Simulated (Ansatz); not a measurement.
Cost and result up the ladder for GeHMe2(NHEt) (C4H13GeN) (19 atoms). The state is a singlet with charge 0. Geometry: r2SCAN-D4/def2-SVP.

| atom | x (Å) | y (Å) | z (Å) |
| --- | --- | --- | --- |
| Ge1 | -0.5872 | 1.0017 | -0.3579 |
| H2 | -0.6014 | 1.0640 | -1.9000 |
| C3 | -2.3636 | 0.4608 | 0.2751 |
| H4 | -2.3838 | 0.4118 | 1.3754 |
| H5 | -2.6346 | -0.5305 | -0.1200 |
| H6 | -3.1300 | 1.1809 | -0.0539 |
| C7 | -0.0659 | 2.7033 | 0.4360 |
| H8 | -0.7694 | 3.4994 | 0.1483 |
| H9 | 0.9429 | 2.9892 | 0.1027 |
| H10 | -0.0639 | 2.6318 | 1.5352 |
| N11 | 0.7406 | -0.2042 | 0.0779 |
| C12 | 0.6481 | -1.5876 | -0.3605 |
| C13 | 1.9942 | -2.2943 | -0.2706 |
| H14 | 1.0483 | -0.1385 | 1.0485 |
| H15 | -0.1099 | -2.1818 | 0.1994 |
| H16 | 0.3078 | -1.5887 | -1.4128 |
| H17 | 2.7489 | -1.7603 | -0.8687 |
| H18 | 1.9273 | -3.3349 | -0.6269 |
| H19 | 2.3517 | -2.3222 | 0.7730 |

Ansatz on 4 threads of Intel Xeon on a shared host. Times are rough, and most runs start from the orbitals of an earlier one. ωB97X-V/def2-TZVP serves as the yardstick here, not as an exact answer. Differences are given only for rows in sets of like size (and for xTB, whose basis is part of the method), since another set adds its own error. Binding counts from free atoms at the same level (Ge triplet, H doublet, C triplet, N quartet; other spins of the atoms weren't run), without zero-point energy or a counterpoise term.

The 6-31G sets use Cartesian d functions. B3LYP takes the VWN-RPA correlation. HSE06 is defined as in plane-wave codes, on full-range PBE exchange. Correlated methods freeze 14 core orbitals; core or outer-core shells of Ge are correlated, in sets that lack core-valence functions. The rows differ in basis, and correlated rows in double-zeta sets carry the largest basis error.

Correlated methods converge slowly with the basis, most of all in double-zeta sets.

| level | functions | binding energy per atom (eV) | difference from ωB97X-V/def2-TZVP (eV) |
| --- | --- | --- | --- |
| PBE-D4/def2-TZVP | 281 | 3.85 | 0.04 |
| PBE0-D4/def2-SVP | 167 | 3.83 | – |
| ωB97X-V/def2-TZVP | 281 | 3.81 | 0.00 |
| HF/6-31G | 100 | 2.69 | – |
| PBE-D4/def2-SVP | 167 | 3.87 | – |
| CCSD(T)/def2-SVP | 167 | 3.62 | – |
| MP2/def2-TZVP | 281 | 3.69 | -0.12 |
| HSE06-D4/def2-TZVP (with forces) | 281 | 3.81 | 0.00 |
| B3LYP-D4/6-31G | 100 | 3.75 | – |
| PBE0-D4/def2-TZVP | 281 | 3.80 | 0.00 |
| r2SCAN-D4/def2-TZVP | 281 | 3.79 | -0.01 |

(1) Estimate how long each takes.

Answers

(1) HF/6-31G 1.5 s; PBE-D4/def2-SVP 1.7 s; B3LYP-D4/6-31G 2.1 s; PBE0-D4/def2-SVP 2.9 s; PBE-D4/def2-TZVP 3.9 s; r2SCAN-D4/def2-TZVP 5.5 s; MP2/def2-TZVP 7 s; PBE0-D4/def2-TZVP 7.5 s; HSE06-D4/def2-TZVP (with forces) 8 s; ωB97X-V/def2-TZVP 11 s; CCSD(T)/def2-SVP 50 s. On shared hardware such times vary by a factor of up to 3.
